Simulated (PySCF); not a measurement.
Compound: GeBr2H2.
Geometry (PBE0-D3(BJ)/def2-SVP, Å), atoms numbered from 1 in this order:
```xyz
5
Br2GeH2 angstrom
Ge    -0.1673    0.0015   -0.1145
Br    -0.1409   -0.0238    2.1849
Br     1.9915    0.0105   -0.8993
H     -0.8430    1.2972   -0.5718
H     -0.8403   -1.2854   -0.5993
```

The closed-shell ground state was solved at several levels (PySCF, density fitting, gas phase). Relativistic effects, spin–orbit coupling among them, are left out although an element past zinc is present.

```json
{"level": "PBE/pcSseg-1 (pcSseg-2 on Ge)", "basis functions": "155", "HOMO (eV)": "-7.20", "LUMO (eV)": "-2.16", "gap (eV)": "5.04", "dipole (D)": "1.57"}
{"level": "PBE0/pcSseg-1 (pcSseg-2 on Ge)", "basis functions": "155", "HOMO (eV)": "-8.51", "LUMO (eV)": "-1.27", "gap (eV)": "7.24", "dipole (D)": "1.74"}
{"level": "PBE/pcJ-1 (pcSseg-1 on Br, pcSseg-1 on Ge)", "basis functions": "143", "HOMO (eV)": "-7.20", "LUMO (eV)": "-2.12", "gap (eV)": "5.08", "dipole (D)": "1.65"}
{"level": "CAM-B3LYP/def2-SVPD", "basis functions": "136", "HOMO (eV)": "-9.82", "LUMO (eV)": "-0.56", "gap (eV)": "9.26", "dipole (D)": "1.79"}
```

(1) Estimate the row for B3LYP/pcSseg-1 (pcSseg-2 on Ge), a basis of 155 functions; the other rows only guide the guess.

(2) Over all these levels, which gives the widest orbital gap and which the narrowest?

(3) In the pcSseg-1 (pcSseg-2 on Ge) basis, how does the gap go with the fixed share of exact exchange?

(4) How far do the dipole and the HOMO energy spread over the levels?

Answers

(1) HOMO -8.19 eV, LUMO -1.52 eV, gap 6.67 eV, dipole 1.66 D.

(2) CAM-B3LYP/def2-SVPD (range-separated hybrid) has the widest, 9.26 eV, and PBE/pcSseg-1 (pcSseg-2 on Ge) (GGA) the narrowest, 5.04 eV. Functional and basis both differ between the two, so the spread mixes both effects.

(3) PBE (0 %) 5.04 eV; B3LYP (20 %) 6.67 eV; PBE0 (25 %) 7.24 eV. Each rise in the share widens the gap here.

(4) The dipole runs from 1.57 to 1.79 D (mean 1.68 D) and the HOMO from -9.82 to -7.20 eV.
